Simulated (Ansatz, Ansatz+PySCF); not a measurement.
```yaml
atoms:
  - { symbol: Ti, position_ang: [-0.0046, 0.0309, -0.0390] }
  - { symbol: Cl, position_ang: [1.2073, 1.2625, 1.2724] }
  - { symbol: Cl, position_ang: [1.2276, -1.1979, -1.2345] }
  - { symbol: Cl, position_ang: [-1.2497, 1.2923, -1.2561] }
  - { symbol: Cl, position_ang: [-1.2453, -1.2822, 1.2117] }
```

Basis set: def2-SVP (spherical functions). Frozen core: 25 orbitals. Charge 0, multiplicity 1.

Computed with Ansatz (development build ahead of 0.2.0); each method stands on the lowest determinant of its kind that the runs found. Restricted open shells among the atoms or ions are ROHF, correlated in semicanonical orbitals with singles. Restricted functionals stand beside restricted open-shell atoms, which can lie above the unrestricted atoms usual in DFT and then raise those values.

(1) Give the atomization energy at this shape (free ground-state atoms in the same class of orbitals less the molecule, no zero-point energy) of singlet TiCl4 by ωB97X (restricted), ωB97X (unrestricted), r²SCAN (restricted), r²SCAN (unrestricted), PBE0 (restricted), PBE0 (unrestricted), PBE (restricted), PBE (unrestricted), RHF-MP2, UHF-MP2, RHF, UHF.

## Answers

(1)

| method | atomization energy |
| --- | --- |
| ωB97X (restricted) | 404.19 kcal/mol |
| ωB97X (unrestricted) | 400.42 kcal/mol |
| r²SCAN (restricted) | 449.59 kcal/mol |
| r²SCAN (unrestricted) | 442.37 kcal/mol |
| PBE0 (restricted) | 415.51 kcal/mol |
| PBE0 (unrestricted) | 411.21 kcal/mol |
| PBE (restricted) | 453.01 kcal/mol |
| PBE (unrestricted) | 449.48 kcal/mol |
| RHF-MP2 | 398.89 kcal/mol |
| UHF-MP2 | 400.88 kcal/mol |
| RHF | 252.01 kcal/mol |
| UHF | 240.29 kcal/mol |

Caution: other spin multiplicities were not run. Caution for r²SCAN (unrestricted), PBE (unrestricted): a free atom is spin contaminated.
